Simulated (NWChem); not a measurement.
**What each level costs for MgO**

```
Mg
O 1 1.7476
```
Charge 0, spin multiplicity 1.

Everything below was run with NWChem. The geometry was optimised at PBE0/def2-SVP, a minimum by its harmonic frequencies.

Basis set: def2-QZVP (108 functions). Each entry is one whole single-point run; the coupled-cluster runs use the TCE module, and the SCF and DFT modules converge to different thresholds.

The correlated methods keep 6 core orbitals frozen. B3LYP has NWChem's definition, with VWN1-RPA local correlation. The structure started from a generated list of species.

### Question
Roughly how much processor time does each of these take, relative to RHF: MP2, B2PLYP, PBE, B3LYP, PBE0, CR-CCSD(T)?

### Answer
B3LYP about the same, within a factor of 3; PBE0 about the same, within a factor of 3; PBE about the same, within a factor of 3; MP2 about the same, within a factor of 3; B2PLYP about the same, within a factor of 3; CR-CCSD(T) about 20 (rough ratios from shared machines).
